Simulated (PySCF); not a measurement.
## Al²⁺: ionisation energy

Al²⁺ [Ne] 3s1 (2S) → Al³⁺ [Ne] (1S), as a difference of total energies. Computed with PySCF 2.14 in aug-cc-pVQZ-DK (7s6p4d3f2g, 84 functions), with scalar relativity by spin-free X2C-1e. The calculations carry no spin-orbit coupling.

```
   method  ionisation energy (eV)
      UHF                  28.091
      LDA                  28.883
      PBE                  28.886
   r2SCAN                  28.429
     BP86                  28.728
CAM-B3LYP                  29.092
```

Question: Estimate what PBE0 gives.

Answer: 28.745 eV, closest to BP86 among the rows shown.

Question: Estimate what r2SCANh gives.

Answer: 28.440 eV, closest to r2SCAN among the rows shown.

For comparison: 28.448 eV (measured; NIST Atomic Spectra Database, ionization energies).
